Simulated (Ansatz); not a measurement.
Born–Oppenheimer molecular dynamics of F6W (7 atoms, charge 0, multiplicity 1). It starts from a relaxed structure.

Theory: RKS B3LYP-D4/def2-SVP in Ansatz.

```yaml
ensemble: NVT, Langevin thermostat
time_step: 2 fs
steps_asked: 150
set_temperature: 300 K
friction: 0.001 /fs
seed: 378792
```

First frame:

```xyz
7
Properties=species:S:1:pos:R:3
W 0.000 0.000 0.000
F 0.000 0.000 1.850
F 1.850 0.000 0.000
F 0.000 1.850 0.000
F -1.850 0.000 0.000
F 0.000 -1.850 0.000
F 0.000 0.000 -1.850
```

(1) How far do the bonds stretch over the last three quarters of this one trajectory? (Pairs bonded in most of those frames.)

Answers

(1) 
| bond | mean (Å) | spread (Å) | shortest | longest |
| --- | --- | --- | --- | --- |
| W1–F2 | 1.853 | 0.014 | 1.83 | 1.88 |
| W1–F3 | 1.850 | 0.008 | 1.83 | 1.87 |
| W1–F4 | 1.852 | 0.036 | 1.79 | 1.91 |
| W1–F5 | 1.849 | 0.008 | 1.83 | 1.86 |
| W1–F6 | 1.850 | 0.018 | 1.82 | 1.88 |
| W1–F7 | 1.852 | 0.012 | 1.83 | 1.87 |

Mean temperature of the second half: 180 K. The mean temperature of the second half is 40 % below the set value. A run of 0.3 ps of so small a system gives no equilibrium averages.

Time of the run: 8.5 min on 2 threads of Arm Neoverse V2 (shared host), peak memory 0.28 GiB.
